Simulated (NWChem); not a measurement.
System: GeF4; SMILES [F][Ge]([F])([F])[F]

NWChem printed, in part:

```
             Northwest Computational Chemistry Package (NWChem) 7.3.0
             --------------------------------------------------------

 C1  symmetry detected

                             Geometry "geometry" -> ""
                             -------------------------

 Output coordinates in angstroms (scale by  1.889725989 to convert to a.u.)

  No.       Tag          Charge          X              Y              Z
 ---- ---------------- ---------- -------------- -------------- --------------
    1 F                    9.0000    -1.03165169    -0.09035631    -1.37325108
    2 Ge                  32.0000     0.00000834    -0.00000300     0.00000005
    3 F                    9.0000     1.12172640     1.28695069    -0.20929566
    4 F                    9.0000    -0.94442775     0.28606145     1.40872788
    5 F                    9.0000     0.85432338    -1.48264517     0.17381869

 Effective nuclear repulsion energy (a.u.)     445.9969734100

                                 NWChem DFT Module
                                 -----------------

 Summary of "ao basis" -> "ao basis" (spherical)
 ------------------------------------------------------------------------------
       Tag                 Description            Shells   Functions and Types
 ---------------- ------------------------------  ------  ---------------------
 F                         def2-tzvpp               11       31   5s3p2d1f
 Ge                        def2-tzvpp               16       48   6s5p4d1f

            General Information
            -------------------
          SCF calculation type: DFT
          Wavefunction type:  closed shell.
          No. of atoms     :     5
          No. of electrons :    68
           Alpha electrons :    34
            Beta electrons :    34
          Charge           :     0
          Spin multiplicity:     1
          Use of symmetry is: off; symmetry adaption is: off
          Maximum number of iterations: 150
          AO basis - number of functions:   172
                     number of shells:    60
          Convergence on energy requested:  1.00D-06
          Convergence on density requested:  1.00D-05
          Convergence on gradient requested:  5.00D-04

              XC Information
              --------------
                     Hartree-Fock (Exact) Exchange  1.000
                   CAM-Becke88 Exchange Functional  1.000
                      VWN V Correlation Functional  0.190 local
              Lee-Yang-Parr Correlation Functional  0.810

           Range-Separation Parameters
           ---------------------------
           Alpha           :  0.19
           Beta            :  0.46
           Gamma           :  0.33
           Short-Range HF  :     F

             Grid Information
             ----------------
          Grid used for XC integration:  medium
          Radial quadrature: Mura-Knowles
          Angular quadrature: Lebedev.
          Tag              B.-S. Rad. Rad. Pts. Rad. Cut. Ang. Pts.
          ---              ---------- --------- --------- ---------
          F                   0.50       49           8.0       434
          Ge                  1.25      112           6.0       590
          Grid pruning is: on
          Number of quadrature shells:   308
          Spatial weights used:  Erf1

      Superposition of Atomic Density Guess
      -------------------------------------

 Sum of atomic energies:       -2472.97837582

      Non-variational initial energy
      ------------------------------

 Total energy =   -2473.299291
 1-e energy   =   -4342.191078
 2-e energy   =    1422.894814
 HOMO         =      -0.644157
 LUMO         =      -0.072248

     ---------------------------------------------
      Total Density - Mulliken Population Analysis
     ---------------------------------------------

    Atom       Charge   Shell Charges
 -----------   ------   -------------------------------------------------------
    1 F    9     9.55   0.77  1.20  0.61  1.01  0.32  2.35  2.33  0.94  0.00  0.00  0.00
    2 Ge  32    29.80   2.00  2.00  1.15  0.82  0.52  0.18  5.98  4.40  1.59  0.63  0.15  8.93  1.09  0.14  0.10  0.11
    3 F    9     9.55   0.77  1.20  0.61  1.01  0.32  2.35  2.33  0.94  0.00  0.00  0.00
    4 F    9     9.55   0.77  1.20  0.61  1.01  0.32  2.35  2.33  0.94  0.00  0.00  0.00
    5 F    9     9.55   0.77  1.20  0.61  1.01  0.32  2.35  2.33  0.94  0.00  0.00  0.00

   convergence    iter        energy       DeltaE   RMS-Dens  Diis-err
 ---------------- ----- ----------------- --------- --------- ---------
 d= 0,ls=0.0,diis     1  -2476.5811987811 -2.92D+03  7.16D-03  2.04D+00
 d= 0,ls=0.0,diis     2  -2476.5760440738  5.15D-03  3.37D-03  2.45D+00
 d= 0,ls=0.0,diis     3  -2476.7456588878 -1.70D-01  4.94D-04  8.24D-02
 d= 0,ls=0.0,diis     4  -2476.7494646647 -3.81D-03  1.22D-04  4.62D-03
 d= 0,ls=0.0,diis     5  -2476.7496217927 -1.57D-04  3.06D-05  2.63D-04
  Resetting Diis
 d= 0,ls=0.0,diis     6  -2476.7496317435 -9.95D-06  5.76D-06  2.40D-06
 d= 0,ls=0.0,diis     7  -2476.7496319506 -2.07D-07  1.00D-06  1.81D-08

         Total DFT energy =    -2476.749631950558
      One electron energy =    -4339.200501956090
           Coulomb energy =     1537.541774297073
    Exchange-Corr. energy =     -121.087877701501
 Nuclear repulsion energy =      445.996973409960

 Numeric. integr. density =       67.999987193501

                       DFT Final Molecular Orbital Analysis
                       ------------------------------------

 Vector   32  Occ=2.000000D+00  E=-5.243845D-01
              MO Center=  4.8D-01, -4.8D-02, -1.3D-02, r^2= 3.1D+00
   Bfn.  Coefficient  Atom+Function         Bfn.  Coefficient  Atom+Function
  ----- ------------  ---------------      ----- ------------  ---------------
   147      0.272867  5 F  px                85     -0.238524  3 F  px
   150      0.218291  5 F  px                86      0.203815  3 F  py
    88     -0.190817  3 F  px                 7     -0.179452  1 F  py
   117     -0.177971  4 F  py                89      0.163051  3 F  py
   148      0.153505  5 F  py               153      0.150242  5 F  px

 Vector   33  Occ=2.000000D+00  E=-5.243836D-01
              MO Center= -7.7D-02, -2.8D-01,  3.9D-02, r^2= 3.3D+00
   Bfn.  Coefficient  Atom+Function         Bfn.  Coefficient  Atom+Function
  ----- ------------  ---------------      ----- ------------  ---------------
   149      0.298499  5 F  pz                 7     -0.256361  1 F  py
   117      0.240310  4 F  py               152      0.238796  5 F  pz
    10     -0.205087  1 F  py               120      0.192246  4 F  py
    87     -0.184143  3 F  pz               155      0.164356  5 F  pz
    90     -0.147313  3 F  pz                13     -0.141153  1 F  py

 Vector   34  Occ=2.000000D+00  E=-5.243824D-01
              MO Center= -4.1D-01,  3.3D-01, -2.6D-02, r^2= 3.1D+00
   Bfn.  Coefficient  Atom+Function         Bfn.  Coefficient  Atom+Function
  ----- ------------  ---------------      ----- ------------  ---------------
   116     -0.255861  4 F  px                87      0.251129  3 F  pz
     6      0.244468  1 F  px               119     -0.204688  4 F  px
    90      0.200901  3 F  pz                 9      0.195573  1 F  px
     8     -0.185644  1 F  pz               118     -0.154650  4 F  pz
    11     -0.148514  1 F  pz               122     -0.140879  4 F  px

 Vector   35  Occ=0.000000D+00  E=-4.471933D-02
              MO Center=  5.4D-05, -1.5D-05,  7.2D-07, r^2= 2.8D+00
   Bfn.  Coefficient  Atom+Function         Bfn.  Coefficient  Atom+Function
  ----- ------------  ---------------      ----- ------------  ---------------
    37      1.293508  2 Ge s                 36      0.519856  2 Ge s
     5     -0.279924  1 F  s                 84     -0.279938  3 F  s
   115     -0.279924  4 F  s                146     -0.279945  5 F  s
    35     -0.271484  2 Ge s                 34     -0.203771  2 Ge s
   154     -0.189159  5 F  py               124      0.179716  4 F  pz

 Vector   36  Occ=0.000000D+00  E= 8.857461D-02
              MO Center=  2.9D-01, -4.1D-02, -5.6D-02, r^2= 3.8D+00
   Bfn.  Coefficient  Atom+Function         Bfn.  Coefficient  Atom+Function
  ----- ------------  ---------------      ----- ------------  ---------------
    52      1.239225  2 Ge pz               115     -0.484635  4 F  s
     5      0.428338  1 F  s                 49      0.426443  2 Ge pz
    12      0.197927  1 F  px               122     -0.180964  4 F  px
   155     -0.181568  5 F  pz                93     -0.176361  3 F  pz
    43     -0.160923  2 Ge pz               149     -0.145139  5 F  pz

 Vector   37  Occ=0.000000D+00  E= 8.857660D-02
              MO Center= -1.5D-02, -9.6D-02,  7.5D-02, r^2= 3.9D+00
   Bfn.  Coefficient  Atom+Function         Bfn.  Coefficient  Atom+Function
  ----- ------------  ---------------      ----- ------------  ---------------
    50      1.235232  2 Ge px                47      0.425060  2 Ge px
    84     -0.401626  3 F  s                  5      0.365797  1 F  s
   115      0.271080  4 F  s                146     -0.235192  5 F  s
    14      0.200607  1 F  pz                92      0.200155  3 F  py
   124     -0.171788  4 F  pz               154     -0.164397  5 F  py

     ---------------------------------------------
      Total Density - Mulliken Population Analysis
     ---------------------------------------------

    Atom       Charge   Shell Charges
 -----------   ------   -------------------------------------------------------
    1 F    9     9.31   0.77  1.20  0.62  0.96  0.36  2.28  2.09  1.02  0.00  0.01  0.00
    2 Ge  32    30.74   2.00  2.00  1.16  0.80  0.76  0.11  5.98  4.44  1.56  1.06  0.17  8.89  1.10  0.31  0.22  0.18
    3 F    9     9.31   0.77  1.20  0.62  0.96  0.36  2.28  2.09  1.02  0.00  0.01  0.00
    4 F    9     9.31   0.77  1.20  0.62  0.96  0.36  2.28  2.09  1.02  0.00  0.01  0.00
    5 F    9     9.31   0.77  1.20  0.62  0.96  0.36  2.28  2.09  1.02  0.00  0.01  0.00

     -------------------------------------------
      Total Density - Lowdin Population Analysis
     -------------------------------------------

    Atom       Charge   Shell Charges
 -----------   ------   -------------------------------------------------------
    1 F    9     9.09   0.86  1.10  0.61  0.74  0.41  2.13  2.14  1.08  0.00  0.01  0.00
    2 Ge  32    31.65   2.00  2.00  1.09  0.83  0.45  0.24  5.92  3.95  2.06  0.91  0.47  8.57  1.26  0.64  0.76  0.52
    3 F    9     9.09   0.86  1.10  0.61  0.74  0.41  2.13  2.14  1.08  0.00  0.01  0.00
    4 F    9     9.09   0.86  1.10  0.61  0.74  0.41  2.13  2.14  1.08  0.00  0.01  0.00
    5 F    9     9.09   0.86  1.10  0.61  0.74  0.41  2.13  2.14  1.08  0.00  0.01  0.00

     Multipole analysis of the density
     ---------------------------------

     L   x y z        total         alpha         beta         nuclear
     -   - - -        -----         -----         ----         -------
     0   0 0 0     -0.000000    -34.000000    -34.000000     68.000000

     1   1 0 0      0.000057      0.000028      0.000028     -0.000000
     1   0 1 0     -0.000023     -0.000011     -0.000011      0.000000
     1   0 0 1      0.000000      0.000000      0.000000     -0.000000

     2   2 0 0    -28.390680    -77.580817    -77.580817    126.770954
     2   1 1 0     -0.000008     -0.000004     -0.000004      0.000000
     2   1 0 1      0.000002      0.000001      0.000001     -0.000000
     2   0 2 0    -28.390744    -77.582241    -77.582241    126.773739
     2   0 1 1     -0.000008     -0.000004     -0.000004      0.000000
     2   0 0 2    -28.390666    -77.580213    -77.580213    126.769760

            General Information
            -------------------
          SCF calculation type: DFT
          Wavefunction type:  closed shell.
          No. of atoms     :     5
          No. of electrons :    68
           Alpha electrons :    34
            Beta electrons :    34
          Charge           :     0
          Spin multiplicity:     1
          Use of symmetry is: off; symmetry adaption is: off
          Maximum number of iterations: 150
          This is a Direct SCF calculation.
          AO basis - number of functions:   172
                     number of shells:    60
          Convergence on energy requested:  1.00D-06
          Convergence on density requested:  1.00D-05
          Convergence on gradient requested:  5.00D-04

              XC Information
              --------------
                     Hartree-Fock (Exact) Exchange  1.000
                   CAM-Becke88 Exchange Functional  1.000
                      VWN V Correlation Functional  0.190 local
              Lee-Yang-Parr Correlation Functional  0.810

           Range-Separation Parameters
           ---------------------------
           Alpha           :  0.19
           Beta            :  0.46
           Gamma           :  0.33
           Short-Range HF  :     F

             Grid Information
             ----------------
          Grid used for XC integration:  medium
          Radial quadrature: Mura-Knowles
          Angular quadrature: Lebedev.
          Tag              B.-S. Rad. Rad. Pts. Rad. Cut. Ang. Pts.
          ---              ---------- --------- --------- ---------
          F                   0.50       49           8.0       434
          Ge                  1.25      112           6.0       590
          Grid pruning is: on
          Number of quadrature shells:   308
          Spatial weights used:  Erf1

          Convergence Information
          -----------------------
          Convergence aids based upon iterative change in
          total energy or number of iterations.
          Levelshifting, if invoked, occurs when the
          HOMO/LUMO gap drops below (HL_TOL):  1.00D-02
          DIIS, if invoked, will attempt to extrapolate
          using up to (NFOCK): 10 stored Fock matrices.

                    Damping( 0%)  Levelshifting(0.5)       DIIS
                  --------------- ------------------- ---------------
          dE  on:    start            ASAP                start
          dE off:    2 iters        150 iters           150 iters

  intd_init: cando_txs set to always be  F

                            NWChem DFT Gradient Module
                            --------------------------

  charge          =   0.00
  wavefunction    = closed shell

  intd_init: cando_txs set to always be  F

                         DFT ENERGY GRADIENTS

    atom               coordinates                        gradient
                 x          y          z           x          y          z
   1 F      -1.949539  -0.170749  -2.595068   -0.011756  -0.001025  -0.015646
   2 Ge      0.000016  -0.000006   0.000000    0.000002  -0.000007  -0.000000
   3 F       2.119756   2.431984  -0.395511    0.012783   0.014664  -0.002385
   4 F      -1.784710   0.540578   2.662110   -0.010761   0.003262   0.016050
   5 F       1.614437  -2.801793   0.328470    0.009732  -0.016894   0.001981
```

Level: CAM-B3LYP/def2-TZVPP. All runs use the structure optimised with PBE-D3(BJ)/def2-SVP.

### Question
Which NWChem input produces such a log?

### Answer
This is not unique; one that fits is the input that was run:
```
start job
memory heap 200 mb stack 900 mb global 1100 mb
geometry units angstroms noautoz
  F     -1.272730    -0.758230     0.873809
  Ge    -0.000004     0.000011    -0.000001
  F      1.076733     0.763778     1.102543
  F      0.854961    -1.183062    -0.909770
  F     -0.658983     1.177492    -1.066575
end
basis spherical
  * library def2-tzvpp
end
dft
  xc xcamb88 1.00 lyp 0.81 vwn_5 0.19 hfexch 1.00
  cam 0.33 cam_alpha 0.19 cam_beta 0.46
  iterations 150
  semidirect filesize 400000000
  mulliken
end
task dft gradient
```
